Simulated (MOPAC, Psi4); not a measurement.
Intermolecular potential of CO ··· H3N (SMILES [C-]#[O+] and N). Monomers: optimised at B3LYP-D3(BJ) (def2-TZVP), held rigid. Orientation: a higher rigid-body minimum at GFN2-xTB (searched outside a hard wall at short contacts). R is the distance of the centres of mass, along which the second monomer moves. The shortest distances reach bonding range, where SAPT0 and rigid monomers are unreliable.

Geometry at R = 2.49 Å (first 2 atoms: monomer A):
```
6

C      0.5625     0.0000     0.0000
O     -0.5625     0.0000     0.0000
N      0.9755    -2.1495     0.3696
H      1.0257    -2.6757    -0.4952
H      0.2087    -2.5314     0.9113
H      1.8293    -2.3326     0.8843
```

Levels: PM3, restricted, heats of formation (MOPAC); PBE0-D3(BJ)/def2-TZVP, counterpoise-corrected (Psi4); HF/aug-cc-pVTZ, counterpoise-corrected (Psi4); CCSD(T)/aug-cc-pVDZ = Psi4 with DF-CCSD(T)/aug-cc-pVDZ, frozen core, counterpoise-corrected.

Interaction energies in kJ/mol:

```csv
R / Å,PM3,PBE0-D3(BJ)/def2-TZVP,HF/aug-cc-pVTZ
2.10,20.74,106.10,155.85
2.32,11.77,54.45,91.98
2.49,10.82,29.82,58.27
2.70,8.83,11.68,31.19
2.91,5.93,2.19,15.40
3.15,3.29,-2.61,5.83
3.48,1.22,-4.13,0.40
4.00,0.15,-2.98,-1.36
4.67,-0.02,-1.37,-1.03
5.69,0.02,-0.35,-0.46
6.98,0.03,-0.07,-0.19
```

Question: What does CCSD(T)/aug-cc-pVDZ give at the same points?

Answer: 2.10: 151.61; 2.32: 86.16; 2.49: 52.88; 2.70: 26.81; 2.91: 12.05; 3.15: 3.51; 3.48: -0.86; 4.00: -1.67; 4.67: -0.91; 5.69: -0.27; 6.98: -0.06 (kJ/mol).
